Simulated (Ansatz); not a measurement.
The same molecule with X = B, Al, Ga. Ansatz, PBE0-D4/def2-TZVP geometries, multiplicity 2.

Scalar relativity is left out up to krypton.

| X | molecule | mean X–Br bond length / Å | mean X–F bond length / Å | size of the dipole moment (ωB97M-V/def2-TZVPP) / D | size of the dipole moment (B3LYP/def2-TZVPP) / D | zero-point energy (PBE0-D4/def2-TZVP) / kJ/mol |
| --- | --- | --- | --- | --- | --- | --- |
| Al | `[F][Al][Br]`• | 2.266 | 1.648 | 1.77 | 1.65 | 8.4 |
| Ga | `[F][Ga][Br]`• | 2.312 | 1.759 | 2.04 | 2.01 | 6.4 |

Task: Give the row for X = B, `F[B]Br`•. (Best estimate.)

Result: The calculation gave: 
```csv
X,molecule,mean X–Br bond length / Å,mean X–F bond length / Å,size of the dipole moment (ωB97M-V/def2-TZVPP) / D,size of the dipole moment (B3LYP/def2-TZVPP) / D,zero-point energy (PBE0-D4/def2-TZVP) / kJ/mol
B,`F[B]Br`•,1.905,1.297,0.07,0.11,14.1
```

From B to Ga the mean X–Br bond length rises at each step, by 0.407 Å in all; the mean X–F bond length rises at each step, by 0.462 Å in all; the zero-point energy (PBE0-D4/def2-TZVP) falls at each step, by 7.7 kJ/mol in all. Dipoles are sizes alone, and their direction can turn along the series.

B3LYP here is the variant with VWN-RPA as its local correlation; programs differ in this.
